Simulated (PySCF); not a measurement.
Gas-phase reaction: 2 GeHF3 + F2 = 2 GeF4 + 2 H

Method: PySCF energies (xtb for GFN2) plus ideal-gas RRHO corrections (1 bar). † marks an energy on the PBE0/def2-TZVP geometry and frequencies; other levels use their own. CCSD(T) freezes the core. 6-31G* has spherical d functions here. Open shells (unrestricted): H (multiplicity 2); the rest are closed-shell singlets. GFN2 has no spin-polarisation term. B3LYP is the form with VWN-RPA correlation. Ge: all electrons, no relativistic terms. GeHF3: computed as isolated molecules; such fragments, hydroxides, amides, oligomers or adducts are transient or little studied in the gas. CCSD(T) isn't extrapolated to the basis-set limit; its ΔH°(298 K) is -183.5 kJ in def2-SVP and -188.0 kJ in def2-TZVPP. The harmonic model lacks anharmonicity and excited electronic states, which grow with temperature; levels with a mode under 35 cm⁻¹ are left out.

| level | ΔE electronic, kJ | ΔH°(298 K), kJ | ΔS°(298 K), J/K | ΔG°(1000 K), kJ |
|---|---|---|---|---|
| B3LYP/6-31G* | -112 | -138 | 45 | -197 |
| B3LYP/def2-TZVP† | -125 | -152 | 44 | -210 |
| BLYP/def2-TZVP† | -103 | -129 | 44 | -187 |
| CCSD(T)/def2-SVP† | -157 | -184 | 44 | -242 |
| GFN2-xTB | 138 | 116 | 54 | 50 |
| HF/def2-TZVP† | -307 | -334 | 44 | -392 |
| M06-2X/def2-TZVP† | -202 | -228 | 44 | -286 |
| PBE/def2-TZVP† | -124 | -151 | 44 | -209 |
| PBE0/def2-SVP† | -139 | -166 | 44 | -224 |
| LDA/def2-TZVP† | -106 | -132 | 44 | -190 |
| ωB97X-V/def2-TZVP† | -150 | -176 | 44 | -234 |
ΔH° is lowest at HF/def2-TZVP† and highest at GFN2-xTB. No reference value is set beside these.
